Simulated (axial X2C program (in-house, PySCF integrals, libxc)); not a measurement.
**Which molecule has these constants?**

Computed with an in-house relativistic program for diatomic molecules, spin-free (one-electron X2C) or two-component (2c: spin–orbit coupling with atomic mean-field Coulomb and Gaunt terms, which also bring small scalar terms), in Dyall basis sets with cores contracted in-house; open shells are unrestricted.

A two-component PBE0 calculation in a Dyall 3-zeta basis gave Re = 3.000 Å, ωe = 131.5 cm⁻¹, De = 0.12 eV, dipole magnitude 0.41 D, Ω = 0.

Task: Which molecule is it?
A. BeTc
B. BeSn
C. BeRh
D. BePd
E. BeCd

Result: E. The others have BePd 1.911 Å and 633.5 cm⁻¹ (Ω = 0); BeRh 1.906 Å and 659.7 cm⁻¹ (Ω = 5/2); BeSn 2.353 Å and 442.3 cm⁻¹ (Ω = 1); BeTc 2.269 Å and 449.0 cm⁻¹ (Ω = 7/2).

Each entry is the lowest single determinant of a limited PBE0 search at one distance. De goes to single-determinant-based atoms at the same level (for ions the charge split of lowest energy) and is withheld (n/a) where an atom does not fit its ground term or J level. Main or longest-lived isotopes. One determinant is a doubtful description, or other states lie close, for BeRh, BeSn, BeTc; these need not be ground states, and all values refer to the states named. Some open-shell Ω = 0 determinants are out of reach, so the Ω given for BeSn need not be the lowest component. With several unpaired electrons the Ω given is that of one determinant, not necessarily of the lowest component. The functionals have no current term, which raises determinants with orbital currents.
